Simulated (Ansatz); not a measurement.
Isolated molecules relaxed with PBE0-D4/def2-TZVP in Ansatz; ΔE leaves out vibrations. CCSD(T)/CBS is the MP2 limit (def2-TZVPP, def2-QZVPP) plus CCSD(T) − MP2 in def2-TZVPP, frozen cores. Functionals use def2-TZVPP. For Br, Ge outer-core shells are correlated without core-valence functions, which leaves a few kJ/mol of doubt a bond. Scalar relativity is left out up to krypton. Each species was taken in one conformer, which may not be the lowest.

`N[Si](N)(Cl)Cl` + `[Cl][Ge][Br]` → `N[Si](N)(Cl)Br` + `[Cl][Ge][Cl]`  (redistribution)

Q: Is it downhill or uphill in electronic energy at CCSD(T)/CBS, and by how much? (An estimate is asked.)

A: Computed: Uphill: ΔE = +12.7 kJ/mol.

Q: What do these levels give: PBE-D4, r2SCANh-D4, PBE, LC-ωPBE, HF/def2-QZVPP, MP2/def2-QZVPP? (Estimate.)

A: The calculation gave: PBE-D4 14.3, r2SCANh-D4 15.6, PBE 14.7, LC-ωPBE 13.0, HF/def2-QZVPP 16.6, MP2/def2-QZVPP 12.4 kJ/mol.

Largest T1 diagnostic among the species: 0.013.

Leaving LDA and LC-ωPBE aside and taking each functional with its dispersion term where it has one, the values, not all of them listed here, spread over 2.9 kJ/mol, from ωB97X-V to BHLYP-D4.
